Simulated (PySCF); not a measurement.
SeCl₄, SMILES Cl[Se](Cl)(Cl)Cl.

Geometry: PBE-D3(BJ)/def2-SVP. The isomer is the one that the SMILES or the coordinates give; other isomers of the formula were not compared.

Two levels are set side by side: PBE/def2-TZVP (PySCF) and HF/def2-TZVP (PySCF). Same geometry, gas phase. Differences are taken from unrounded values.

| quantity | HF | PBE | PBE minus HF |
|---|---|---|---|
| orbital gap (eV) | 9.69 | 2.26 | -7.42 |
| highest occupied level (eV) | -10.63 | -7.30 | 3.32 |
| lowest empty level (eV) | -0.94 | -5.04 | -4.10 |
| dipole moment (D) | 0.88 | 0.32 | -0.56 |
| mean polarisability (bohr³) | 91.5 | 94.6 | 3.0 |

Without exact exchange PBE keeps part of each electron's self-repulsion, which lifts occupied levels and narrows the gap. Loosely held outer electrons make PBE densities more polarisable. Differences between two approximate levels are no errors against the true value.

Rough cost on one machine, each run with all the roots and properties that it gave: HF against PBE about 1/2.
